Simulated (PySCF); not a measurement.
Br²⁺: excitation energy

Br²⁺ [Ar] 3d10 4s2 4p3 (4S) → Br²⁺ [Ar] 3d10 4s1 4p3 5s1 (6S), as a difference of total energies. Computed with PySCF 2.14 in aug-cc-pVQZ-DK (8s7p5d3f2g, 93 functions), with the spin-free X2C one-electron Hamiltonian (Gaussian nucleus). Correlated levels: valence: [Ar] 3d10 frozen. The calculations carry no spin-orbit coupling.

```csv
method,excitation energy (eV)
UHF,25.878
MP2 (valence),27.278
SCS-MP2 (valence),27.837
CCSD (valence),27.420
CCSD(T) (valence),27.476
```

Question: How much does correlation contribute at CCSD(T) (valence)?

Answer: 27.476 − (25.878) = 1.598 eV, measured against UHF.

The promoted electron is Rydberg-like, and one or two diffuse shells describe it only roughly, which tends to raise the upper state.
